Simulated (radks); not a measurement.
Results of a calculation; reference values are marked as such.
Sm4+, 58 electrons, occupied as [Xe] 4f4 (the NIST ground configuration).

Code: a radial shooting solver on a logarithmic mesh with Libxc functionals. Model: Dirac Kohn-Sham, LDA (Slater exchange, Perdew-Wang correlation), spin-unpolarised, spherical densities, point nucleus; open shells are shared between the two j in proportion to 2j + 1; speed of light set to 685.18 atomic units (5 times the physical value, a model run).

Energy parts (eV):
part                      energy
total                 -273263.62
kinetic                273930.04
electron-nucleus      -646030.03
Hartree                104784.22
exchange-correlation    -5947.85

Orbitals (lengths in bohr, moments of r in powers of bohr):
[
 {"orbital": "1s1/2", "occ.": "2", "eigenvalue (eV)": "-44151.72", "<r^4>": "1.610e-06", "<r^2>": "0.0007981"},
 {"orbital": "2s1/2", "occ.": "2", "eigenvalue (eV)": "-7030.400", "<r^4>": "0.0002735", "<r^2>": "0.01273"},
 {"orbital": "2p1/2", "occ.": "2", "eigenvalue (eV)": "-6681.025", "<r^4>": "0.0001746", "<r^2>": "0.009470"},
 {"orbital": "2p3/2", "occ.": "4", "eigenvalue (eV)": "-6659.809", "<r^4>": "0.0001762", "<r^2>": "0.009519"},
 {"orbital": "3s1/2", "occ.": "2", "eigenvalue (eV)": "-1578.292", "<r^4>": "0.01040", "<r^2>": "0.08331"},
 {"orbital": "3p1/2", "occ.": "2", "eigenvalue (eV)": "-1423.979", "<r^4>": "0.009572", "<r^2>": "0.07818"},
 {"orbital": "3p3/2", "occ.": "4", "eigenvalue (eV)": "-1419.727", "<r^4>": "0.009638", "<r^2>": "0.07846"},
 {"orbital": "3d3/2", "occ.": "4", "eigenvalue (eV)": "-1131.960", "<r^4>": "0.007076", "<r^2>": "0.06313"},
 {"orbital": "3d5/2", "occ.": "6", "eigenvalue (eV)": "-1130.906", "<r^4>": "0.007092", "<r^2>": "0.06321"},
 {"orbital": "4s1/2", "occ.": "2", "eigenvalue (eV)": "-350.5138", "<r^4>": "0.2535", "<r^2>": "0.4183"},
 {"orbital": "4p1/2", "occ.": "2", "eigenvalue (eV)": "-290.9630", "<r^4>": "0.2909", "<r^2>": "0.4421"},
 {"orbital": "4p3/2", "occ.": "4", "eigenvalue (eV)": "-290.0191", "<r^4>": "0.2929", "<r^2>": "0.4436"},
 {"orbital": "4d3/2", "occ.": "4", "eigenvalue (eV)": "-184.3793", "<r^4>": "0.4141", "<r^2>": "0.5073"},
 {"orbital": "4d5/2", "occ.": "6", "eigenvalue (eV)": "-184.1834", "<r^4>": "0.4150", "<r^2>": "0.5078"},
 {"orbital": "5s1/2", "occ.": "2", "eigenvalue (eV)": "-81.6591", "<r^4>": "7.112", "<r^2>": "2.225"},
 {"orbital": "5p1/2", "occ.": "2", "eigenvalue (eV)": "-64.2859", "<r^4>": "10.54", "<r^2>": "2.681"},
 {"orbital": "5p3/2", "occ.": "4", "eigenvalue (eV)": "-64.1316", "<r^4>": "10.61", "<r^2>": "2.691"},
 {"orbital": "4f5/2", "occ.": "1.71429", "eigenvalue (eV)": "-56.6661", "<r^4>": "1.523", "<r^2>": "0.8279"},
 {"orbital": "4f7/2", "occ.": "2.28571", "eigenvalue (eV)": "-56.6373", "<r^4>": "1.526", "<r^2>": "0.8285"}
]

The highest occupied level is 4f7/2 at -56.637 eV. The density falls to 0.001 e/bohr^3 at r = 3.19 bohr.
